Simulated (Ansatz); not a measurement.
Start from `FCN[SiH3]` and change one atom or group to get `FC[NH][AlH][SH]`.

Ansatz, PBE0-D4/def2-TZVP geometries, multiplicity 1. Each molecule was computed in one conformer, which needn't be the lowest.

```csv
property,`FCN[SiH3]`
HOMO energy (PBE0/def2-TZVPP) / eV,-7.79
LUMO energy (B3LYP/def2-TZVPP) / eV,0.08
LUMO energy (PBE0/def2-TZVPP) / eV,0.33
LUMO energy (ωB97M-V/def2-TZVPP) / eV,1.92
size of the dipole moment (ωB97M-V/def2-TZVPP) / D,1.68
HOMO energy (B3LYP/def2-TZVPP) / eV,-7.57
```

**Question.** What does the change do to each property? (Estimate.)

**Answer.** Computed: 
```
                                          property  `FC[NH][AlH][SH]`  shift
                HOMO energy (PBE0/def2-TZVPP) / eV              -7.64   0.15
               LUMO energy (B3LYP/def2-TZVPP) / eV              -0.85  -0.93
                LUMO energy (PBE0/def2-TZVPP) / eV              -0.66  -0.99
             LUMO energy (ωB97M-V/def2-TZVPP) / eV               0.97  -0.95
size of the dipole moment (ωB97M-V/def2-TZVPP) / D               1.60  -0.08
               HOMO energy (B3LYP/def2-TZVPP) / eV              -7.38   0.19
```

With PBE0 the HOMO rises by 0.15 eV and the LUMO falls by 0.99 eV, so the gap narrows by about 1.14 eV. PBE moves the HOMO by 0.03 eV and ωB97M-V by 0.27 eV. Dipoles are sizes alone; their direction can turn.

B3LYP here is the variant with VWN-RPA as its local correlation; programs differ in this.
